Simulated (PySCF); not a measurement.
SMILES OB(O)c1ccc([SiH3])cc1 (GFN2-xTB optimised geometry):

```
19

Si    -1.839    -2.895     0.021
C     -0.852    -1.287    -0.001
C      0.433    -1.241    -0.534
C      1.170    -0.072    -0.528
C      0.655     1.113     0.000
C     -0.636     1.061     0.528
C     -1.369    -0.110     0.533
B      1.501     2.463     0.000
O      0.913     3.681     0.000
O      2.854     2.463     0.000
H     -1.541    -3.653    -1.196
H     -1.455    -3.681     1.197
H     -3.267    -2.576     0.081
H      0.862    -2.137    -0.960
H      2.163    -0.074    -0.961
H     -1.071     1.955     0.960
H     -2.364    -0.113     0.955
H     -0.043     3.677    -0.013
H      3.267     1.600     0.013
```

Level of theory: CAM-B3LYP/def2-SVP run with PySCF 2.14.0.

Question: What are the frontier orbital energies and the dipole moment?

Answer: HOMO-2 -9.99 eV, HOMO-1 -8.81 eV, HOMO -8.67 eV, LUMO 0.06 eV, LUMO+1 0.72 eV; dipole moment 2.26 D.

On the same geometry PBE/def2-SVP in PySCF gives HOMO-2 -7.05 eV, HOMO-1 -6.58 eV, HOMO -6.49 eV, LUMO -1.88 eV, LUMO+1 -1.34 eV; dipole moment 1.88 D.

Meta-Löwdin charges at CAM-B3LYP/def2-SVP: Si1 0.52, C2 -0.21, C3 -0.09, C4 -0.09, C5 -0.11, C6 -0.09, C7 -0.09, B8 0.41, O9 -0.47, O10 -0.47, H11 -0.10, H12 -0.10, H13 -0.10, H14 0.10, H15 0.09, H16 0.09, H17 0.10, H18 0.33, H19 0.33.
